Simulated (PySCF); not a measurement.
Choosing a molecule for a target property.

Species are written as SMILES; each is one conformer at its optimised geometry, gas phase, non-relativistic unless stated; the electronic structure was computed with PySCF and density fitting.

Dipoles, sizes and rotational constants follow the conformer. The torsions of the flexible species, by atom-mapped SMILES:
- `[CH:1]#[C:2]/[C:3](=[CH:4]/[O:5][CH:6][OH:7])[O:8][CH3:9]`: C3–C4–O5–C6 -170°, C4–O5–C6–O7 -165°, C2–C3–O8–C9 0°, H–O7–C6–O5 -17°
- `[CH3:1][O:2][C@@H:3]1[CH:4][CH:5]=[CH:6][O:7][C:8]1=[O:9]`: C1–O2–C3–C4 -161°
- `[CH2:1][O:2][SiH2:3][CH2:4][CH3:5]`: C1–O2–Si3–C4 -179°, O2–Si3–C4–C5 -63°
- `[O:1]=[C:2]1[CH:3][CH2:4][O:5][C:6]([CH2:7][OH:8])=[CH:9]1`: O5–C6–C7–O8 -168°, H–O8–C7–C6 58°

Problem. Wanted: isotropic g value above 2.003 (unrestricted B3LYP/pcH-1, mean-field spin–orbit) and smallest rotational constant above 1 GHz (GFN2-xTB), at GFN2-xTB geometries. Which candidate meets both?
A. `[CH2]O[SiH2]CC` [radical]
B. `O=C1[CH]COC(CO)=C1` [radical]
C. `O(C)[C@H]1C(OC=C[CH]1)=O` [radical]
D. `C#C/C(=C/O[CH]O)OC` [radical]

Solution. A. Computed values:
```csv
species,isotropic g value,smallest rotational constant
O(C)[C@H]1C(OC=C[CH]1)=O [radical],2.00287,1.127 GHz
C#C/C(=C/O[CH]O)OC [radical],2.00305,0.639 GHz
[CH2]O[SiH2]CC [radical],2.00321,1.888 GHz
O=C1[CH]COC(CO)=C1 [radical],2.00428,0.878 GHz
```
